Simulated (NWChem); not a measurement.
All runs are NWChem calculations. System: H$_{4}$SeSi, charge 0, spin multiplicity 1, at a geometry optimised with PBE/def2-SVP. The structure started from a generated list of species. Level: B3LYP/def2-TZVP, VWN1-RPA local correlation.

The NWChem input:

```
start mol
memory heap 200 mb stack 900 mb global 1100 mb
geometry units angstroms nocenter noautoz noautosym
  Si    -1.409290    -0.573796     0.042942
  Se     0.706737     0.330718    -0.023662
  H     -1.650302    -1.356994     1.304597
  H     -2.327082     0.614173     0.001889
  H     -1.682400    -1.465301    -1.137725
  H      1.360787    -1.003148     0.034568
end
basis spherical
  * library def2-tzvp
end
dft
  xc b3lyp
  semidirect memsize 60000000 filesize 0
  iterations 100
end
task dft energy
```

Part of the output:

```
             Northwest Computational Chemistry Package (NWChem) 7.3.0
             --------------------------------------------------------

                                NWChem Input Module
                                -------------------

 Scaling coordinates for geometry "geometry" by  1.889725989
 (inverse scale =  0.529177249)

                             Geometry "geometry" -> ""
                             -------------------------

 Output coordinates in angstroms (scale by  1.889725989 to convert to a.u.)

  No.       Tag          Charge          X              Y              Z
 ---- ---------------- ---------- -------------- -------------- --------------
    1 Si                  14.0000    -1.40929000    -0.57379600     0.04294200
    2 Se                  34.0000     0.70673700     0.33071800    -0.02366200
    3 H                    1.0000    -1.65030200    -1.35699400     1.30459700
    4 H                    1.0000    -2.32708200     0.61417300     0.00188900
    5 H                    1.0000    -1.68240000    -1.46530100    -1.13772500
    6 H                    1.0000     1.36078700    -1.00314800     0.03456800

 Effective nuclear repulsion energy (a.u.)     157.2259733220

            Nuclear Dipole moment (a.u.)
            ----------------------------
        X                 Y               Z
 ---------------- ---------------- ----------------
     0.0000018897    -0.0000037795     0.0000170075


 Summary of "ao basis" -> "" (spherical)
 ------------------------------------------------------------------------------
       Tag                 Description            Shells   Functions and Types
 ---------------- ------------------------------  ------  ---------------------
 *                         def2-tzvp                  on all atoms

                                 NWChem DFT Module
                                 -----------------

 Summary of "ao basis" -> "ao basis" (spherical)
 ------------------------------------------------------------------------------
       Tag                 Description            Shells   Functions and Types
[...]
 Vector   26  Occ=2.000000D+00  E=-2.523407D-01
              MO Center=  5.0D-01,  1.7D-01, -1.4D-02, r^2= 2.4D+00
   Bfn.  Coefficient  Atom+Function         Bfn.  Coefficient  Atom+Function
  ----- ------------  ---------------      ----- ------------  ---------------
    55      0.471082  2 Se pz                58      0.351989  2 Se pz
    49     -0.318734  2 Se pz                52      0.289454  2 Se pz
    46      0.097048  2 Se pz               100      0.082740  5 H  s
    88     -0.082221  3 H  s                 87     -0.073231  3 H  s
    99      0.073587  5 H  s                 98      0.046942  5 H  s

 Vector   27  Occ=0.000000D+00  E=-1.623313D-02
              MO Center= -6.7D-01, -3.9D-01,  2.6D-02, r^2= 5.8D+00
   Bfn.  Coefficient  Atom+Function         Bfn.  Coefficient  Atom+Function
  ----- ------------  ---------------      ----- ------------  ---------------
     5      0.868635  1 Si s                 18      0.853440  1 Si px
    56      0.758432  2 Se px                43     -0.557785  2 Se s
     4      0.307457  1 Si s                 15      0.289781  1 Si px
   106     -0.281336  6 H  s                 53      0.235541  2 Se px
    88     -0.202827  3 H  s                100     -0.202326  5 H  s

 Vector   28  Occ=0.000000D+00  E=-1.209148D-02
              MO Center=  4.9D-01, -2.9D-01,  9.1D-03, r^2= 4.8D+00
   Bfn.  Coefficient  Atom+Function         Bfn.  Coefficient  Atom+Function
  ----- ------------  ---------------      ----- ------------  ---------------
   106      1.195148  6 H  s                 43     -0.772738  2 Se s
    57      0.695472  2 Se py                 5     -0.566583  1 Si s
    56     -0.405296  2 Se px                18      0.366888  1 Si px
    94      0.342145  4 H  s                 88      0.308041  3 H  s
   100      0.300990  5 H  s                 54      0.237174  2 Se py

 Vector   29  Occ=0.000000D+00  E= 2.783613D-02
              MO Center= -1.1D+00, -7.7D-01,  4.3D-02, r^2= 4.6D+00
   Bfn.  Coefficient  Atom+Function         Bfn.  Coefficient  Atom+Function
  ----- ------------  ---------------      ----- ------------  ---------------
    19      1.503877  1 Si py                94     -1.397807  4 H  s
    88      0.536937  3 H  s                100      0.522959  5 H  s
     5      0.413326  1 Si s                 56      0.382410  2 Se px
    18     -0.296117  1 Si px                43     -0.273792  2 Se s
    57     -0.265018  2 Se py                16      0.251303  1 Si py

 center of mass
 --------------
 x =   0.20467257 y =   0.11601835 z =  -0.00785453

 moments of inertia (a.u.)
 ------------------
          92.682341432484        -150.901546020445          11.286926640097
        -150.901546020445         391.809437342974           5.058134704884
          11.286926640097           5.058134704884         462.244724656476

     Multipole analysis of the density
     ---------------------------------

     L   x y z        total         alpha         beta         nuclear
     -   - - -        -----         -----         ----         -------
     0   0 0 0     -0.000000    -26.000000    -26.000000     52.000000

     1   1 0 0     -0.139069     -0.069535     -0.069535      0.000002
     1   0 1 0     -0.298795     -0.149395     -0.149395     -0.000004
     1   0 0 1      0.015999      0.007991      0.007991      0.000017

     2   2 0 0    -24.647822   -115.185953   -115.185953    205.724083
     2   1 1 0     -0.836891    -38.232878    -38.232878     75.628865
     2   1 0 1      0.013139      2.884938      2.884938     -5.756736
     2   0 2 0    -24.888284    -36.906235    -36.906235     48.924186
     2   0 1 1     -0.104980      1.282663      1.282663     -2.670306
     2   0 0 2    -27.211951    -19.038354    -19.038354     10.864758

 Task  times  cpu:       18.0s     wall:       18.0s

 Total times  cpu:       18.0s     wall:       18.0s
```
